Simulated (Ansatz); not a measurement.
BaSe₂⁻, 3 atoms. Hardware: 4 threads of Arm Neoverse N1 on a shared host.

In the def2 sets Ba takes a core potential; there is no spin–orbit coupling. Correlated methods freeze 18 core orbitals; core or outer-core shells of Ba, Se are correlated, in sets that lack core-valence functions.

Question: How many basis functions does each of these Ansatz runs have, and roughly what does it cost? PBE-D4/def2-TZVPD, charge 0 singlet at the geometry of the charge -1 doublet, energy, from earlier orbitals; PBE0-D4/def2-TZVPD, charge 0 singlet at the geometry of the charge -1 doublet, energy, from earlier orbitals; PBE with 5 % exact exchange/def2-TZVPD, charge -1 quartet, energy, from earlier orbitals; PBE with 10 % exact exchange/def2-TZVPD, charge -1 quartet, energy, from earlier orbitals; PBE0-D4/def2-SVP, charge -1 quartet, energy with a search over starts; PBE-D4/def2-TZVPD, charge -1 doublet, energy, from earlier orbitals; PBE with 35 % exact exchange/def2-TZVPD, charge -1 doublet, energy, from earlier orbitals; PBE with 50 % exact exchange/def2-TZVPD, charge -1 quartet, energy, from earlier orbitals; PBE-D4/def2-SVPD, charge -1 doublet, energy, from earlier orbitals; PBE0-D4/def2-TZVPD, charge 0 triplet at the geometry of the charge -1 doublet, energy; BLYP-D4/def2-TZVPD, charge -1 quartet, energy, from earlier orbitals; CCSD(T)/def2-SVPD, charge -1 quartet, energy, from earlier orbitals.

Answer: Other jobs shared the machine, so times can vary by a factor of up to 3. A dash marks memory too small to be measured apart from the calling script's.

| run | functions | fitting or Cholesky vectors | wall time | peak host memory (GiB) |
| --- | --- | --- | --- | --- |
| PBE-D4/def2-TZVPD, charge 0 singlet at the geometry of the charge -1 doublet, energy, from earlier orbitals | 154 | 1133 | 3 s | – |
| PBE0-D4/def2-TZVPD, charge 0 singlet at the geometry of the charge -1 doublet, energy, from earlier orbitals | 154 | 1202 | 4.2 s | – |
| PBE-D4/def2-SVPD, charge -1 doublet, energy, from earlier orbitals | 115 | 1186 | 5 s | – |
| PBE-D4/def2-TZVPD, charge -1 doublet, energy, from earlier orbitals | 154 | 1133 | 6.5 s | – |
| PBE with 35 % exact exchange/def2-TZVPD, charge -1 doublet, energy, from earlier orbitals | 154 | 967 | 9.5 s | – |
| PBE with 10 % exact exchange/def2-TZVPD, charge -1 quartet, energy, from earlier orbitals | 154 | 1145 | 20 s | 0.9 |
| PBE with 5 % exact exchange/def2-TZVPD, charge -1 quartet, energy, from earlier orbitals | 154 | 1133 | 21 s | 0.89 |
| PBE with 50 % exact exchange/def2-TZVPD, charge -1 quartet, energy, from earlier orbitals | 154 | 967 | 27 s | – |
| CCSD(T)/def2-SVPD, charge -1 quartet, energy, from earlier orbitals | 115 | 1002 | 28 s | 1.2 |
| PBE0-D4/def2-SVP, charge -1 quartet, energy with a search over starts | 94 | 819 | 39 s | – |
| BLYP-D4/def2-TZVPD, charge -1 quartet, energy, from earlier orbitals | 154 | 1133 | 50 s | – |
| PBE0-D4/def2-TZVPD, charge 0 triplet at the geometry of the charge -1 doublet, energy | 154 | 1202 | 97 s | 0.96 |
